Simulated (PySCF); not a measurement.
CH3O3Tc, SMILES [O]=[Tc](=[O])(=[O])[CH3], multiplicity 1.

Geometry: r2SCAN-D4/def2-SVP. The multiplicity is an assumed one; other spin states were not compared. The def2 effective core potentials stand for the cores of Tc; spin–orbit coupling is left out.

Method: TDDFT-PBE/def2-SVPD (PySCF).

Vertical excitations; the highest root listed may be one member of a degenerate set. Isolated molecule, no solvent. State labels are in the subgroup Cs.

```
state  symmetry  energy (eV)  λ (nm)      f                                                                 main pairs
-----  --------  -----------  ------  -----  -------------------------------------------------------------------------
S1           A"         3.93     316  0.001                                                 HOMO→LUMO (degenerate set)
S2           A'         3.93     316  0.001                                               HOMO→LUMO+1 (degenerate set)
S3           A'         4.17     297  0.003                   HOMO−3→LUMO, HOMO−1→LUMO, HOMO−2→LUMO+1 (degenerate set)
S4           A"         4.17     297  0.003                 HOMO−3→LUMO+1, HOMO−1→LUMO+1, HOMO−2→LUMO (degenerate set)
S5           A"         4.18     297  0.000                                       HOMO−2→LUMO 50 %, HOMO−1→LUMO+1 50 %
S6           A'         4.25     292  0.003                                       HOMO−2→LUMO+1 50 %, HOMO−1→LUMO 50 %
S7           A'         4.58     271  0.003      HOMO−3→LUMO, HOMO−4→LUMO, HOMO−2→LUMO+1, HOMO−1→LUMO (degenerate set)
S8           A"         4.58     271  0.003  HOMO−3→LUMO+1, HOMO−4→LUMO+1, HOMO−1→LUMO+1, HOMO−2→LUMO (degenerate set)
S9           A"         5.24     236  0.011                                             HOMO−4→LUMO+1 (degenerate set)
S10          A'         5.24     236  0.011                                               HOMO−4→LUMO (degenerate set)
T1           A"         3.46     358      0                                                 HOMO→LUMO (degenerate set)
T2           A'         3.46     358      0                                               HOMO→LUMO+1 (degenerate set)
T3           A'         3.63     342      0                   HOMO−1→LUMO, HOMO−2→LUMO+1, HOMO−3→LUMO (degenerate set)
T4           A"         3.63     342      0                 HOMO−1→LUMO+1, HOMO−2→LUMO, HOMO−3→LUMO+1 (degenerate set)
```
Triplets are in the Tamm–Dancoff approximation, which puts them higher than full response would, so one can lie above its singlet here.
